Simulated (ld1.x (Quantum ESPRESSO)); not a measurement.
## oxygen (O): variants of one TM potential

Base potential:

- Element: oxygen
- Generator: ld1.x (Quantum ESPRESSO) 7.5
- Type: norm-conserving Troullier–Martins (Kleinman–Bylander form)
- Functional: PBE
- Relativity: scalar-relativistic
- Frozen core: [He]
- Valence charge: 6
- Reference configuration: 2s2 2p4
- Partial waves: 2s (bound): rc 0.95 bohr; 2p (bound): rc 1.45 bohr
- Local potential: the p channel
- Core correction: none

All-electron outer shells of the reference configuration (PBE, scalar-relativistic, ld1.x):

| shell | level (eV) | outermost node (bohr) | outermost maximum (bohr) |
| --- | --- | --- | --- |
| 1s | -514.70 | – | 0.13 |
| 2s | -23.96 | 0.28 | 0.87 |
| 2p | -9.03 | – | 0.82 |

Cutoffs, loose and tight: the cutoffs (Ry, on a coarse ladder) from which the occupation-weighted sum of valence levels, in a spherical-Bessel basis at the reference potential, stays within 10 and 1 mRy of its value at 400 Ry. They do not see the model core or the augmentation charge, which bear on the density cutoff. Test errors are all-electron minus pseudo excitation energies from the reference, over the configurations 2s2 2p3; 2s2 2p2; 2s2 2p1; 2s1 2p4; 2s1 2p5; 2s2 2p3.5; 2s2 2p4.3. A dash means not determined; rows that change the core or the reference have their own tests.

| change | outcome | cutoff, loose | cutoff, tight | bound ghosts | largest test error (meV) |
| --- | --- | --- | --- | --- | --- |
| base | generated | 70 Ry | 160 Ry | none | +555 |
| wave 2s (bound): rc 0.95 bohr becomes 2s (bound): rc 0.60 bohr | generated | 180 Ry | over 300 Ry | none | +562 |
| wave 2s (bound): rc 0.95 bohr becomes 2s (bound): rc 0.88 bohr | generated | 80 Ry | 180 Ry | none | +535 |
| wave 2s (bound): rc 0.95 bohr becomes 2s (bound): rc 0.98 bohr | generated | 70 Ry | 160 Ry | none | +563 |
| wave 2s (bound): rc 0.95 bohr becomes 2s (bound): rc 1.10 bohr | generated | 70 Ry | 120 Ry | none | +615 |
| wave 2s (bound): rc 0.95 bohr becomes 2s (bound): rc 1.32 bohr | generated | 70 Ry | 100 Ry | none | +714 |

What comes out with this change to the base: wave 2s (bound): rc 0.95 bohr becomes 2s (bound): rc 1.20 bohr?

outcome: generated; cutoff, loose: 70 Ry; cutoff, tight: 110 Ry; bound ghosts: none; largest test error (meV): +654.

What comes out with this change to the base: wave 2s (bound): rc 0.95 bohr becomes 2s (bound): rc 0.72 bohr?

outcome: generated; cutoff, loose: 80 Ry; cutoff, tight: 200 Ry; bound ghosts: none; largest test error (meV): +518.

What comes out with this change to the base: wave 2s (bound): rc 0.95 bohr becomes 2s (bound): rc 1.40 bohr?

outcome: generated; cutoff, loose: 60 Ry; cutoff, tight: 100 Ry; bound ghosts: none; largest test error (meV): +764.

Reading the sweep of the s radius (base included, trends over the rows without a ghost): The loose cutoff falls from 180 Ry at 0.6 to 60 Ry at 1.4 bohr. A larger radius leaves more room for a smooth pseudo-wave, so fewer plane waves are needed; a smaller one forces it to follow the all-electron wave where it bends sharply. The median size of the test errors (rows with all tests solved) rises from 20.7 meV at 0.6 to 37.2 meV at 1.4 bohr, with one reversal. More of the atom is replaced by a form fitted at one configuration, so other configurations suffer as the radius grows.
